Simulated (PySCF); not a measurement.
**Calculated properties of `O=C(O)C1COC1`**

Compound: C₄H₆O₃.
Geometry (PBE0-D3(BJ)/def2-SVP, Å), atoms numbered from 1 in this order:
```xyz
13
C4H6O3 angstrom
O      1.2294   -0.5064    1.6689
C      1.2207   -0.3153    0.4817
O      2.3314   -0.0660   -0.2232
C     -0.0007   -0.2809   -0.3883
C     -0.6895    1.0961   -0.5248
O     -1.9049    0.5930    0.0034
C     -1.3238   -0.6838    0.2644
H      3.0678   -0.0657    0.4082
H      0.2180   -0.7547   -1.3547
H     -0.7908    1.4700   -1.5579
H     -0.2501    1.8952    0.1002
H     -1.8719   -1.5042   -0.2280
H     -1.2280   -0.8953    1.3427
```

Among its groups: carboxylic acid and ether.

From PBE0-D3(BJ)/def2-SVP geometry optimisation, gas phase (PySCF):

```
Point group                  : C1
Rotational constants A, B, C : 5.822, 1.939, 1.677 GHz
```

From PBE0/def2-SVPD ground state and vertical TDDFT (core frozen in the response) (PySCF):

```
Dipole moment                                                     : 2.55 D
HOMO energy                                                       : -7.57 eV
LUMO energy                                                       : -0.35 eV
HOMO–LUMO gap                                                     : 7.22 eV
Lowest singlet excitation                                         : 5.84 eV (212 nm, f = 0.001)
Strongest line among the 6 lowest singlet transitions             : S6 at 7.53 eV (165 nm, f = 0.063)
Static isotropic polarisability                                   : 56.4 au
Electronic spatial extent ⟨r²⟩ about the centre of nuclear charge : 729 bohr²
```

Monoisotopic mass from the formula: 102.0317 u.

The rotational constants make it an asymmetric top with κ = (2B − A − C)/(A − C) = -0.87, nearer the prolate limit (−1). The polarisability is 8.36 Å³ as a volume (1 au = 0.148185 Å³), or 1.05 au for each of the 54 electrons. No computed singlet falls in the visible range (750 to 380 nm, 1.65 to 3.26 eV); S1 lies 2.58 eV above its blue end.

One conformer stands for the species.
